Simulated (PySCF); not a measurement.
One molecule, many functionals

C₄H₆BrCl.
Z-matrix (Å and degrees, PBE0-D3(BJ)/def2-SVP geometry), rows numbered from 1:
```
C 
C   1  1.4890
Cl  2  1.7433  1  113.43
C   2  1.3399  1  125.59  3   179.98
C   4  1.4776  2  126.32  1  -179.80
Br  5  1.9649  4  111.18  2   109.19
H   1  1.0985  2  110.59  3  -179.93
H   1  1.1013  2  110.73  3    59.18
H   1  1.1014  2  110.42  3   -59.36
H   4  1.0943  2  116.51  1    -0.88
H   5  1.0970  4  112.15  2  -133.94
H   5  1.0953  4  112.20  2    -9.48
```

Linear-response calculations in the def2-SVPD basis (PySCF; singlets by full response, triplets Tamm–Dancoff, core orbitals frozen in the response; HF means time-dependent Hartree–Fock). 'Strongest' is the level of largest summed f among the singlets computed (10 roots, of which the last may lack a degenerate partner); it can jump between rows when another state enters that window. S1 is the lowest singlet of each run and needn't be the same state throughout; f(S1) is that of one state. One conformer (not necessarily the lowest) at the PBE0-D3(BJ)/def2-SVP geometry, without solvent, vibrations or thermal averaging. The LDA/def2-SVPD calculation is non-relativistic and has no spin–orbit coupling, an omission that weighs most on bromine.

```json
{"functional": "LDA", "kind": "LDA", "S1 (eV)": "4.72", "f(S1)": "0.015", "strongest (eV)": "5.09", "T1 (eV)": "3.84", "HOMO (eV)": "-6.40", "gap (eV)": "4.19", "ionisation energy, ΔSCF (eV)": "9.10"}
{"functional": "PBE", "kind": "GGA", "S1 (eV)": "4.79", "f(S1)": "0.025", "strongest (eV)": "5.12", "T1 (eV)": "3.72", "HOMO (eV)": "-6.26", "gap (eV)": "4.25", "ionisation energy, ΔSCF (eV)": "8.92"}
{"functional": "B3LYP", "kind": "global hybrid, 20% exact exchange", "S1 (eV)": "5.25", "f(S1)": "0.125", "strongest (eV)": "5.64", "T1 (eV)": "3.82", "HOMO (eV)": "-7.16", "gap (eV)": "5.85", "ionisation energy, ΔSCF (eV)": "9.18"}
{"functional": "PBE0", "kind": "global hybrid, 25% exact exchange", "S1 (eV)": "5.41", "f(S1)": "0.128", "strongest (eV)": "5.81", "T1 (eV)": "3.79", "HOMO (eV)": "-7.38", "gap (eV)": "6.29", "ionisation energy, ΔSCF (eV)": "9.22"}
{"functional": "BHandHLYP", "kind": "global hybrid, 50% exact exchange", "S1 (eV)": "5.82", "f(S1)": "0.154", "strongest (eV)": "6.27", "T1 (eV)": "3.80", "HOMO (eV)": "-8.35", "gap (eV)": "8.28", "ionisation energy, ΔSCF (eV)": "9.26"}
{"functional": "CAM-B3LYP", "kind": "range-separated hybrid", "S1 (eV)": "5.62", "f(S1)": "0.112", "strongest (eV)": "6.09", "T1 (eV)": "3.86", "HOMO (eV)": "-8.64", "gap (eV)": "8.62", "ionisation energy, ΔSCF (eV)": "9.37"}
{"functional": "wB97X-D", "kind": "range-separated hybrid", "S1 (eV)": "5.67", "f(S1)": "0.120", "strongest (eV)": "6.13", "T1 (eV)": "3.94", "HOMO (eV)": "-9.17", "gap (eV)": "9.81", "ionisation energy, ΔSCF (eV)": "9.34"}
{"functional": "LC-wPBE", "kind": "range-separated hybrid", "S1 (eV)": "5.93", "f(S1)": "0.072", "strongest (eV)": "6.44", "T1 (eV)": "3.80", "HOMO (eV)": "-9.98", "gap (eV)": "11.06", "ionisation energy, ΔSCF (eV)": "9.54"}
{"functional": "HF", "kind": "Hartree–Fock", "S1 (eV)": "6.50", "f(S1)": "0.331", "strongest (eV)": "6.50", "T1 (eV)": "3.44", "HOMO (eV)": "-9.83", "gap (eV)": "11.95", "ionisation energy, ΔSCF (eV)": "not settled"}
```

S1 runs from 4.72 eV (LDA) to 6.50 eV (HF), a spread of 1.78 eV, while the orbital gap spreads over 7.8 eV. Along PBE (0%), B3LYP (20%), PBE0 (25%), BHandHLYP (50%), HF (100%) S1 rises with the share of exact exchange. −ε(HOMO) comes closest to its own ΔSCF ionisation energy with wB97X-D (-0.17 eV) and misses most with LDA (-2.71 eV). 'Not settled' means that the ion's SCF failed to converge or may have ended in another state than the lowest.
